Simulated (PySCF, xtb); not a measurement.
C₄H₁₀OSi, SMILES OC[C@H]1CC[SiH2]1. The values are those of a single conformer.

Harmonic wavenumbers (cm⁻¹) from GFN2-xTB (xtb) at its own minimum, in rising order: 70, 102, 179, 304, 369, 392, 432, 472, 521, 617, 699, 739, 757, 794, 870, 902, 993, 1028, 1048, 1071, 1121, 1161, 1181, 1196, 1223, 1267, 1298, 1321, 1354, 1471, 1484, 1498, 2266, 2278, 2854, 2952, 2969, 2974, 2985, 3003, 3014, 3546.

### Question
What does PySCF with PBE0-D3(BJ)/def2-SVP give at its own minimum? (The exact figures need the calculation; the answer reports its results.)

### Answer
107, 128, 177, 287, 360, 379, 431, 538, 573, 692, 730, 768, 809, 863, 907, 948, 968, 984, 1045, 1100, 1127, 1142, 1179, 1226, 1244, 1277, 1325, 1384, 1417, 1421, 1464, 1483, 2213, 2222, 2986, 3036, 3067, 3088, 3100, 3109, 3169, 3881. Paired by order, the mean absolute difference is 53 cm⁻¹ and the zero-point energies are 81.2 and 83.4 kcal/mol.
